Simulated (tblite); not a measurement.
C4H13AlN (SMILES CC[N](C)(C)->[AlH2+]), charge +1, singlet, geometry from GFN2-xTB (such geometries of metal compounds can be far from the true shape); GFN1-xTB (tblite).

Input for tblite:
```
$ tblite run mol.xyz --method gfn1 --charge 1 --spin 0 --etemp 2000 --json tblite.json --no-restart

# file mol.xyz
19

Al    -1.40397890    -0.71832228    -0.45946005
H     -2.21807388    -1.38307979     0.64256811
H     -1.67112782    -0.57995054    -1.95416474
C     -0.61068351     1.91074676     0.47017436
C      0.53031389     1.19693653    -0.23562742
N      0.46876232    -0.26252383    -0.00214089
C      1.44600606    -0.93558142    -0.87046584
C      0.69685116    -0.60886488     1.40610853
H     -1.56795622     1.39317005     0.24704715
H     -0.48191805     1.95066816     1.54904706
H     -0.69951582     2.93165926     0.10520031
H      0.43497589     1.35463536    -1.31824661
H      1.49876398     1.59577289     0.08439351
H      1.18259267    -0.76444737    -1.91827693
H      1.42817862    -2.00998747    -0.68487893
H      2.45706737    -0.56311506    -0.69179899
H      1.63103514    -0.18219451     1.77724489
H     -0.13652487    -0.25124016     2.01980485
H      0.73796665    -1.69545607     1.50888953
```

Question: Predict the main parts of the log of this tblite run.

Answer: 
```
xTB calculator
 | screened Coulomb repulsion
 | Coulomb electrostatics
 |  * isotropic Klopman-Ohno-Mataga-Nishimoto electrostatics
 |  * onsite third-order electrostatics
 | DFT-D3(BJ) dispersion correction

halogen bonding energy    0.0000000000000E+00 Eh
repulsion energy          2.3046459730529E-01 Eh
dispersion energy        -8.0830758995634E-03 Eh
number of electrons       3.6000000000000E+01 e
integral cutoff           4.0000000000000E+01 bohr

------------------------------------------------------------
  cycle        total energy    energy error   density error
------------------------------------------------------------
      1     -19.46066309984  -1.9683045E+01   5.0405566E-01
      2     -19.52283816240  -6.2175063E-02   2.8618648E-01
      3     -19.52247923818   3.5892422E-04   5.4463976E-02
      4     -19.52499192031  -2.5126821E-03   7.9828773E-03
      5     -19.52518327231  -1.9135200E-04   8.4586220E-04
      6     -19.52518431490  -1.0425955E-06   9.4150378E-05
      7     -19.52518433240  -1.7500813E-08   3.2435079E-05
      8     -19.52518433382  -1.4123813E-09   9.1129815E-06
------------------------------------------------------------

electronic energy        -1.9747565855222E+01 Eh
total energy             -1.9525184333817E+01 Eh

Post processing:
 | Mayer-Wiberg bond orders

[Info] JSON dump of results written to 'tblite.json'
```
